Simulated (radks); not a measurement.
Species: the zinc ion Zn0.75+. Configuration: [Ar] 4s2 3d(up 4.75, down 4.5) (fractional occupations, a model configuration).

Method: non-relativistic Kohn-Sham, BLYP, spin-polarised, spherical densities, point nucleus; computed with a radial shooting solver on a logarithmic mesh with Libxc functionals.

Energy parts (hartree):
total: -1779.10293
kinetic: 1777.96373
electron-nucleus: -4247.23081
Hartree: 760.92718
exchange-correlation: -70.76303

Orbitals (lengths in bohr, moments of r in powers of bohr; <r^-3> diverges for s and p1/2; r(90%) holds 90 % of the orbital's charge):
1s up: occ. 1; eigenvalue (hartree) -346.1974; <r> 0.05111; r(90%) 0.0910; <r^4> 0.00003118
1s down: occ. 1; eigenvalue (hartree) -346.1974; <r> 0.05111; r(90%) 0.0910; <r^4> 0.00003118
2s up: occ. 1; eigenvalue (hartree) -42.10150; <r> 0.2298; r(90%) 0.355; <r^4> 0.006701
2s down: occ. 1; eigenvalue (hartree) -42.09522; <r> 0.2298; r(90%) 0.355; <r^4> 0.006698
2p up: occ. 3; eigenvalue (hartree) -37.17122; <r> 0.1997; <r^-3> 756.1; r(90%) 0.326; <r^4> 0.004797
2p down: occ. 3; eigenvalue (hartree) -37.16657; <r> 0.1997; <r^-3> 756.3; r(90%) 0.326; <r^4> 0.004794
3s up: occ. 1; eigenvalue (hartree) -5.05023; <r> 0.6890; r(90%) 1.03; <r^4> 0.4890
3s down: occ. 1; eigenvalue (hartree) -5.03898; <r> 0.6892; r(90%) 1.03; <r^4> 0.4897
3p up: occ. 3; eigenvalue (hartree) -3.48225; <r> 0.7132; <r^-3> 98.37; r(90%) 1.10; <r^4> 0.6355
3p down: occ. 3; eigenvalue (hartree) -3.47121; <r> 0.7136; <r^-3> 98.26; r(90%) 1.10; <r^4> 0.6372
3d up: occ. 4.75; eigenvalue (hartree) -0.82606; <r> 0.8527; <r^-3> 10.11; r(90%) 1.48; <r^4> 2.459
3d down: occ. 4.5; eigenvalue (hartree) -0.81590; <r> 0.8552; <r^-3> 10.08; r(90%) 1.48; <r^4> 2.504
4s up: occ. 1; eigenvalue (hartree) -0.47809; <r> 2.384; r(90%) 3.60; <r^4> 71.53
4s down: occ. 1; eigenvalue (hartree) -0.47658; <r> 2.389; r(90%) 3.61; <r^4> 72.07

The highest occupied level is 4s down at -12.969 eV. The electron density at the nucleus is 1.847e+04 e/bohr^3.
